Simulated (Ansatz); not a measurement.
ClH2InOS (`[OH][In]([SH])[Cl]`), 6 atoms. The species carries charge 0 and has multiplicity 1. Correlated methods include outer-core shells of In, which these sets cover unevenly. In takes the def2 core potential. Hardware: A = 2 threads of an AMD EPYC 7R13 on a shared host; B = 2 threads of an AMD EPYC 7R13 on a shared host and a share of an NVIDIA H100 80 GB. Correlated methods freeze the cores. Open-shell runs search over several starts.

Q: Give the basis size and wall time and peak host memory of each of these runs in Ansatz. RKS PBE0-D4/def2-TZVP relaxation (7 steps) [A]; RHF-CCSD(T)/def2-QZVPP energy [B]; RKS ωB97X-V/def2-TZVPP energy [A]; RKS PBE-QIDH (frozen core)/def2-TZVPP energy [A]; UKS ωB97X-V/def2-TZVPP energy of the cation [A]; UKS PBE0-D4/def2-TZVPP energy of the cation [A]; RKS PBE0-D4/def2-SVP energy [A]; UKS PBE-D4/def2-TZVPP energy of the cation [A]; direct RPA on PBE orbitals/def2-TZVPP energy [A]; UKS r2SCAN-D4/def2-TZVPP energy of the cation [A]; UHF-MP2/def2-QZVPP energy of the cation [B]; RHF-CCSD(T)/def2-TZVPP energy [B]. (An estimate is asked.)

A: The calculation gave: Other jobs shared the machine, so times are rough.

```csv
level,job,functions,wall time,peak host memory (GiB)
RKS PBE0-D4/def2-SVP,energy [A],86,3.1 s,0.36
direct RPA on PBE orbitals/def2-TZVPP,energy [A],193,7.5 s,0.39
RKS PBE-QIDH (frozen core)/def2-TZVPP,energy [A],193,13 s,0.45
UHF-MP2/def2-QZVPP,energy of the cation [B],339,20 s,0.92
RKS ωB97X-V/def2-TZVPP,energy [A],193,20 s,0.57
RHF-CCSD(T)/def2-TZVPP,energy [B],193,22 s,0.76
RHF-CCSD(T)/def2-QZVPP,energy [B],339,33 s,0.81
UKS ωB97X-V/def2-TZVPP,energy of the cation [A],193,48 s,1.2
UKS PBE-D4/def2-TZVPP,energy of the cation [A],193,67 s,0.55
RKS PBE0-D4/def2-TZVP,relaxation (7 steps) [A],167,73 s,0.46
UKS PBE0-D4/def2-TZVPP,energy of the cation [A],193,85 s,1
UKS r2SCAN-D4/def2-TZVPP,energy of the cation [A],193,2.5 min,0.61
```
